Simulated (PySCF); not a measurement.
# Working out the ionisation energy of Kr

Kr [Kr] (1S) → Kr⁺ [Ar] 3d10 4s2 4p5 (2P). Calculation: PySCF 2.14, in x2c-TZVPall (6s5p4d1f, 48 functions); scalar relativity by spin-free X2C-1e. Frozen: [Ar] 3d10. Energies in hartree (1 hartree = 27.21139 eV):

| part | Kr (lower) | Kr⁺ (upper) |
| --- | --- | --- |
| UHF | -2788.179266 | -2787.699412 |
| CCSD correlation | -0.187714 | -0.157432 |
| (T) | -0.005512 | -0.004045 |

Problem. What does Hartree-Fock give?

Solution. (-2787.699412) − (-2788.179266) = 0.479854 hartree = 13.057 eV.

Problem. What do CCSD and CCSD(T) give?

Solution. The CCSD correlation energies differ by 0.030282 hartree = 0.824 eV and the triples by 0.001467 hartree = 0.040 eV, so CCSD gives 13.881 eV and CCSD(T) 13.921 eV.

Measured between the centres of the two terms (NIST): 14.222 eV, so CCSD(T) (valence) is off by -0.301 eV.

What remains against the reference includes basis incompleteness, the frozen core and higher excitations.
